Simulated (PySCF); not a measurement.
Molecule: Ge(I)(Me), SMILES [CH3][Ge][I]. Atoms near the plane z = 0.8 Å, at the PBE0/def2-SVP optimised geometry (x, y, z in Å): Ge1 (-0.6, -1.2, 0.0), I2 (2.0, -1.2, 0.0), C3 (-0.9, 0.8, 0.0), H4 (-2.0, 1.0, 0.0), H6 (-0.4, 1.2, 0.9).

Method: PySCF with PBE0/def2-TZVP, def2 effective core potentials past Kr. The core electrons that the potentials of I replace are not part of the density. The values are rescaled to run from 0 to 1.

```
|1111111111111111111111111111111|
|1111111111111111111111111111111|
|1111111111111111111111111111111|
|1111111111111111111111111111111|
|2222211111111111111111111111111|
|2222222111111122111111111111111|
|2222222211112222221111111111111|
|2222222222223444322111110000011|
|2222222222347998532111100000000|
|2222333433589999842111000000000|
|2223345556899999942110000000000|
|2223345678999999942110000000000|
|2223345679999999732110000000000|
|2223344568999998432111100000000|
|2223334457999986432222222110000|
|2223333456999997543456775321100|
|2222334468999999966799999853111|
|2222334589999999999999999994211|
|2222334699999999999999999997321|
|2222334699999999999999999998421|
|2222234699999999999999999998421|
|2222223579999999999999999997321|
|2222222358999999999999999995211|
|1111122235899999865799999953211|
|1111111123467886533457876421110|
|1111111111233443322122222110000|
|1111111111112222111000000000000|
|1111111111111111110000000000000|
|1111111111111111100000000000000|
|1111111111111111000000000000000|
|1111111111111110000000000000000|
```
Scale: ten equal steps from 0.000 (start of '0') to 1.00 (end of '9'), in the order '0123456789'; x runs from -4.00 to 4.00, y from -4.00 (bottom) to 4.00 (top).

### Question
Which quantity is mapped?
(A) an orbital amplitude
(B) log10 of the electron density
(C) electrostatic potential
(D) electron localisation function

### Answer
C, electrostatic potential. In full: electrostatic potential (hartree/e), clipped to [-0.08, 0.12].
